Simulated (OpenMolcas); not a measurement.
**Ti2+, Zr2+, Hf2+: d2 down the group**

- Program: OpenMolcas 26.06
- Method: RASSCF
- Basis: ANO-RCC-VQZP
- Scalar Hamiltonian: DKH2, point nucleus
- Spin-orbit coupling: state interaction with AMFI integrals over the reference wave functions, term energies averaged over their components

Active space for each ion: 8 electrons in 8 orbitals (RAS1 p, at most 2 holes; RAS2 d).

Computed levels in cm-1 above 3F2:

| Level | Ti2+ | Zr2+ | Hf2+ |
| --- | --- | --- | --- |
| 3F3 | 214 | 752 | 3495 |
| 3F4 | 492 | 1661 | 6898 |
| 1D2 | 10511 | 8749 | 11052 |
| 3P0 | 13043 | 9950 | 10954 |
| 3P1 | 13116 | 10238 | 12748 |
| 3P2 | 13267 | 10917 | 16498 |
| 1G4 | 18486 | 14522 | 17731 |
| 1S0 | 38135 | 30540 | 34585 |
| weight of 3F in the lowest level (%) | 100 | 99 | 94 |

Mixed levels, with the weight of the term that names them: Hf2+ 1D2 (61 %), Hf2+ 3P2 (65 %).

Measured, with the error of the calculation in %. Measured levels: Ti2+ from Corliss and Sugar, J. Phys. Chem. Ref. Data 8, 1 (1979); Zr2+ from Moore, Atomic Energy Levels, vol. II, NSRDS-NBS 35 (1971 reprint of NBS Circular 467, 1952); NIST levels as listed in Rynkun, Gaigalas and Jonsson, Astron. Astrophys. 637, A10 (2020).

| Level | Ti2+ | Zr2+ |
| --- | --- | --- |
| 3F3 | 185 (+15.6) | 681 (+10.4) |
| 3F4 | 420 (+17.0) | 1486 (+11.8) |
| 1D2 | 8474 (+24.0) | 5742 (+52.4) |
| 3P0 | 10538 (+23.8) | 8062 (+23.4) |
| 3P1 | 10604 (+23.7) | 8326 (+23.0) |
| 3P2 | 10721 (+23.7) | 8838 (+23.5) |
| 1G4 | 14398 (+28.4) | 11049 (+31.4) |
| 1S0 | 32476 (+17.4) | 23979 (+27.4) |

The fine-structure level 3F4 changes by a factor of 14 from Ti2+ to Hf2+.

Without spin-orbit coupling 1D lies 10238, 7932, 7836 cm-1 above 3F in that order; the difference to the level 1D2, of either sign, comes from spin-orbit coupling, which also lowers the zero.

Without dynamic correlation excited terms often stand tens of per cent too high (terms of higher spin than the ground term too low), and those without a measured partner can miss by more than the paired ones. Active for correlation alone: 3p; no level in the range computed is led by a configuration that opens it, so any true level of that kind is missing (holds for Ti2+). Some levels mix across a computed gap that differs much from the measured one, so their mixing is not that of the real levels (holds for Zr2+). Active for correlation alone: 4p; no level in the range computed is led by a configuration that opens it, so any true level of that kind is missing (holds for Zr2+). Active for correlation alone: 5p; no level in the range computed is led by a configuration that opens it, so any true level of that kind is missing (holds for Hf2+). Computed and measured levels are paired by configuration, term and J; levels that our copy of the source lacks, or whose pairing is in doubt (as where it misses far off the trend of its configuration), stay unpaired and out of the deviations. Levels of configurations outside the active space are missing.
